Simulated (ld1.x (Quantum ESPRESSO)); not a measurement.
# Which change was made? (O, TM)

* Element: oxygen
* Generator: ld1.x (Quantum ESPRESSO) 7.5
* Type: norm-conserving Troullier–Martins (Kleinman–Bylander form)
* Functional: LDA (PZ)
* Relativity: scalar-relativistic
* Frozen core: [He]
* Valence charge: 6
* Reference configuration: 2s2 2p3.5 (charge +0.5)
* Partial waves: 2s (bound): rc 0.75 bohr; 2p (bound): rc 0.95 bohr
* Local potential: all-electron potential smoothed inside 0.80 bohr (lloc = -2)
* Core correction: none

Cutoffs, loose and tight: the cutoffs (Ry, on a coarse ladder) from which the occupation-weighted sum of valence levels, in a spherical-Bessel basis at the reference potential, stays within 10 and 1 mRy of its value at 400 Ry. They do not see the model core or the augmentation charge, which bear on the density cutoff. Test errors are all-electron minus pseudo excitation energies from the reference, over the configurations 2s2 2p4; 2s2 2p3; 2s2 2p2; 2s1 2p4; 2s1 2p5; 2s0 2p6; 2s2 2p4.3 (two spin-polarised tests are not counted in the largest error); variants that change the core or the reference have their own tests.

The base gives: outcome: generated; cutoff, loose: 140 Ry; cutoff, tight: 230 Ry; bound ghosts: none; largest test error (meV): +59.

(1) After one change the result is: outcome: generated; cutoff, loose: over 300 Ry; cutoff, tight: over 300 Ry; bound ghosts: none; largest test error (meV): +169. Which change was it?
A. wave 2s (bound): rc 0.75 bohr becomes 2s (bound): rc 0.50 bohr
B. wave 2s (bound): rc 0.75 bohr becomes 2s (bound): rc 0.62 bohr
C. wave 2s (bound): rc 0.75 bohr becomes 2s (bound): rc 1.06 bohr

Answers

(1) A. The others give: wave 2s (bound): rc 0.75 bohr becomes 2s (bound): rc 1.06 bohr → outcome: generated; cutoff, loose: 120 Ry; cutoff, tight: 200 Ry; bound ghosts: none; largest test error (meV): +84 | wave 2s (bound): rc 0.75 bohr becomes 2s (bound): rc 0.62 bohr → outcome: generated; cutoff, loose: 180 Ry; cutoff, tight: over 300 Ry; bound ghosts: none; largest test error (meV): +69.
